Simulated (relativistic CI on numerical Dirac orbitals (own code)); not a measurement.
How well does a small relativistic CI reproduce Cr?

Method of calculation: Dirac-Coulomb-Breit CI, KLI orbitals optimised for each configuration, model QED (radiative potential, 1s self-energy scaled to tabulated hydrogen-like ionisation energies), valence Slater integrals scaled by 0.85, P86 correlation estimate, and configurations built on the next ion tied to the tabulated ionisation energy (semi-empirical) (own radial code, finite nucleus).

Configurations in the expansion (outside the closed core [Ar]): 3d5 4s, 3d4 4s2, 3d5 4p, 3d4 4s 4p, 3d6, 3d5 4d, 3d5 5s, 3d5 4f, 3d3 4s2 4p, 3d3 4s 4p2, 3d4 4s 5s, 3d4 4p2, 3d5 5p, 3d4 4s 5p, 3d4 4s 4d, 3d4 4s 6s, 3d4 4s 5d, 3d4 4s 6p, 3d5 6s, 3d4 4s 5g, 3d4 4s 4f, 3d4 4s 5f, 3d5 5d, 3d4 4s 6d. Levels of other configurations are missing.

| Configuration | Term (tabulated) | J | Measured (cm⁻¹) | Computed | Error | Purity (%) |
| --- | --- | --- | --- | --- | --- | --- |
| 3d5 4s | a 7S | 3 | 0.0 | 0 | 0 | 97 |
| 3d5 4s | a 5S | 2 | 7593.2 | 8744 | 1151 | 91 |
| 3d4 4s2 | a 5D | 0 | 7750.8 | 5040 | -2710 | 93 |
| 3d4 4s2 | a 5D | 1 | 7810.8 | 5099 | -2712 | 93 |
| 3d4 4s2 | a 5D | 2 | 7927.5 | 5213 | -2714 | 93 |
| 3d4 4s2 | a 5D | 3 | 8095.2 | 5379 | -2716 | 93 |
| 3d4 4s2 | a 5D | 4 | 8307.6 | 5590 | -2718 | 93 |
| 3d5 4s | a 5G | 2 | 20517.4 | 22261 | 1743 | 96 |
| 3d5 4s | a 5G | 6 | 20519.6 | 22250 | 1730 | 97 |
| 3d5 4s | a 5G | 3 | 20520.9 | 22261 | 1740 | 96 |
| 3d5 4s | a 5G | 4 | 20523.7 | 22260 | 1736 | 96 |
| 3d5 4s | a 5G | 5 | 20523.9 | 22257 | 1733 | 97 |
| 3d5 4s | a 5P | 3 | 21840.8 | 25031 | 3191 | 95 |
| 3d5 4s | a 5P | 2 | 21847.9 | 25036 | 3188 | 95 |
| 3d5 4s | a 5P | 1 | 21856.9 | 25044 | 3187 | 96 |
| 3d4 4s2 | a 3P | 0 | 23163.3 | 21522 | -1642 | 91 |
| 3d5 4p | z 7P° | 2 | 23305.0 | 27194 | 3889 | 90 |
| 3d5 4p | z 7P° | 3 | 23386.3 | 27242 | 3856 | 90 |
| 3d5 4p | z 7P° | 4 | 23498.8 | 27310 | 3811 | 90 |
| 3d4 4s2 | a 3P | 1 | 23512.0 | 21868 | -1644 | 91 |
| 3d4 4s2 | a 3P | 2 | 24093.2 | 22478 | -1616 | 91 |
| 3d4 4s 4p | z 7F° | 0 | 24971.2 | 19177 | -5794 | 99 |
| 3d4 4s 4p | z 7F° | 1 | 25010.6 | 19214 | -5796 | 99 |
| 3d4 4s 4p | z 7F° | 2 | 25089.2 | 19288 | -5802 | 99 |
| 3d4 4s 4p | z 7F° | 3 | 25206.0 | 19397 | -5810 | 99 |
| 3d4 4s 4p | z 7F° | 4 | 25359.6 | 19540 | -5819 | 99 |
| 3d4 4s 4p | z 7F° | 5 | 25548.6 | 19717 | -5831 | 99 |
| 3d4 4s 4p | z 7F° | 6 | 25771.4 | 19926 | -5845 | 99 |
| 3d5 4p | z 5P° | 3 | 26787.5 | 28794 | 2007 | 84 |
| 3d5 4p | z 5P° | 2 | 26796.3 | 28759 | 1963 | 83 |
| 3d5 4p | z 5P° | 1 | 26801.9 | 28736 | 1934 | 83 |
| 3d4 4s 4p | z 7D° | 1 | 27300.2 | 21273 | -6027 | 99 |
| 3d4 4s 4p | z 7D° | 2 | 27382.2 | 21347 | -6035 | 99 |
| 3d4 4s 4p | z 7D° | 3 | 27500.4 | 21456 | -6045 | 99 |
| 3d4 4s 4p | z 7D° | 4 | 27649.7 | 21596 | -6054 | 99 |
| 3d4 4s 4p | y 7P° | 2 | 27728.9 | 19828 | -7901 | 90 |
| 3d4 4s 4p | y 7P° | 3 | 27820.2 | 19935 | -7886 | 90 |
| 3d4 4s 4p | z 7D° | 5 | 27825.5 | 21764 | -6062 | 99 |
| 3d4 4s 4p | y 7P° | 4 | 27935.3 | 20072 | -7863 | 89 |

Measured levels from NIST Handbook of Basic Atomic Spectroscopic Data (Sansonetti and Martin, J. Phys. Chem. Ref. Data 34, 1559 (2005)); pairs were made by configuration, J and term (by order where the table uses no LS term), so strongly mixed levels may be paired wrongly.

Mean error by configuration (cm⁻¹): 3d5 4s 2155; 3d4 4s2 -2309; 3d5 4p 2910; 3d4 4s 4p -6305. Over the excited levels the mean absolute error is 3945 cm⁻¹ (38 of the 38 excited levels that our extract of the source holds in range could be paired), and the median relative error of those above 1,000 cm⁻¹ is 22 %.

Transition probabilities of persistent lines. The last column rescales the computed rate by the cube of measured over computed energy:

```tsv
λ measured (Å)	Lower	Upper	A tabulated (s⁻¹)	A computed	A rescaled
4254.33 air	3d5 4s a 7S_3	3d5 4p z 7P°_4	3.15e+07	2.05e+08	1.31e+08
4274.81 air	3d5 4s a 7S_3	3d5 4p z 7P°_3	3.07e+07	2.04e+08	1.29e+08
4289.73 air	3d5 4s a 7S_3	3d5 4p z 7P°_2	3.16e+07	2.03e+08	1.28e+08
5204.51 air	3d5 4s a 5S_2	3d5 4p z 5P°_1	5.09e+07	5.58e+07	4.95e+07
5206.02 air	3d5 4s a 5S_2	3d5 4p z 5P°_2	5.14e+07	5.61e+07	4.96e+07
5208.41 air	3d5 4s a 5S_2	3d5 4p z 5P°_3	5.06e+07	5.70e+07	5.00e+07
```
